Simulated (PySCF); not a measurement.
Cd(H)(SH) (CdH₂S), SMILES [SH][CdH].

Geometry: PBE0-D3(BJ)/def2-TZVP. The def2 effective core potentials stand for the cores of Cd; spin–orbit coupling is left out.

Vertical ionisation energy (IE) and electron affinity (EA) in eV. Rows of orbital energies are one-electron estimates. Where ΔSCF, EOM or ADC give a negative EA the extra electron is unbound and the value depends on the basis.

```
level                                          IE    EA
-------------------------------------------  ----  ----
−ε(HOMO), −ε(LUMO), PBE/def2-TZVPD (PySCF)   5.97  1.57
−ε(HOMO), −ε(LUMO), PBE0/def2-TZVPD (PySCF)  7.12  0.87
```
